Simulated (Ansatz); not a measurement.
Ansatz results at the PBE0-D4/def2-TZVP geometry: HOMO–LUMO gap (PBE0/def2-TZVPP) 5.15 eV; size of the dipole moment (B3LYP/def2-TZVPP) 1.58 D; size of the dipole moment (PBE/def2-TZVPP) 1.47 D.

Each molecule was computed in one conformer, which needn't be the lowest.

Which molecule gave them?
A. `C#CC#C`
B. `[OH][Al]1[CH2][CH2]1`
C. `N[BH][Al]([Cl])[Cl]`
D. `C[CH]1[O][AlH]1`

B. The others give `N[BH][Al]([Cl])[Cl]`: 5.88, 3.59, 3.65; `C#CC#C`: 6.84, 0.00, 0.00; `C[CH]1[O][AlH]1`: 5.09, 2.35, 2.03.

B3LYP here is the variant with VWN-RPA as its local correlation; programs differ in this.
